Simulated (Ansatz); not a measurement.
C2HO, charge -1, singlet, at a GFN2-xTB geometry (a gas-phase anion, which may not be bound at this level). Base run: PBE/aug-cc-pVDZ run with Ansatz (a first-principles code).

Input for Ansatz:
Ansatz 0.2 input:
```yaml
crystal:
  periodic: [false, false, false]
  atoms:
    - {symbol: C, position_ang: [0.01788210, -0.12688834, -1.22755692]}
    - {symbol: C, position_ang: [0.01203885, -0.07902655, -0.00461356]}
    - {symbol: H, position_ang: [0.10093196, -0.67882411, -2.12908504]}
    - {symbol: O, position_ang: [-0.03505720, 0.23928919, 1.19026348]}
basis:
  gaussian:
    orbitals: aug-cc-pVDZ
hamiltonian:
  xc: pbe
total_charge: -1
```

The base run was repeated with changes; each row names its change, and settings that it needs were set with it.

```
change                                      E (Eh)
--------------------------------------  ----------
base                                    -151.85395
functional = B2PLYP                     -151.88697
functional = pbe; dispersion = d3bjatm  -151.85555
functional = pbe0                       -151.84856
functional = wB97X-V                    -151.96921
functional = lc_wpbe                    -151.91181
functional = b3lyp5                     -151.94648
functional = PBE-QIDH                   -151.79089
functional = r2scan                     -151.94189
functional = blyp; dispersion = d3bj    -151.99741
functional = B97M-V                     -152.00539
functional = revpbe                     -151.98889
functional = SVWN5                      -150.78437
```

Total energies compare only within one method and basis.

A gas-phase anion may not be bound at this level; its values then depend on the basis.
